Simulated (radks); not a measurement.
Correlation energies from several functionals, in hartree. Species: Br28+ [He] 2s2 2p3; Ir4+ [Xe] 4f14 5d5; Bi [Hg] 6p3. Calculated with a radial shooting solver on a logarithmic mesh with Libxc functionals: non-relativistic Kohn-Sham, exchange-only B88, spin-polarised, spherical densities, point nucleus. Every spin shell is full or empty, so the densities are truly spherical. Functionals are evaluated on that one density, not self-consistently.

| functional | Br28+ | Ir4+ | Bi |
|---|---|---|---|
| PW92 | -0.76944 | -7.7143 | -8.6250 |
| VWN5 | -0.77229 | -7.7468 | -8.6602 |
| Chachiyo | -0.74782 | -7.6264 | -8.5306 |
| P86 | -0.40702 | -5.0547 | -5.7191 |
| AM05 | -0.69026 | -7.2705 | -8.1337 |
| OP (B88) | -0.28792 | -3.9038 | -4.3834 |
| revTPSS | -0.23554 | -4.5331 | -5.1275 |
| B95 | -0.36187 | -5.6024 | -6.3061 |
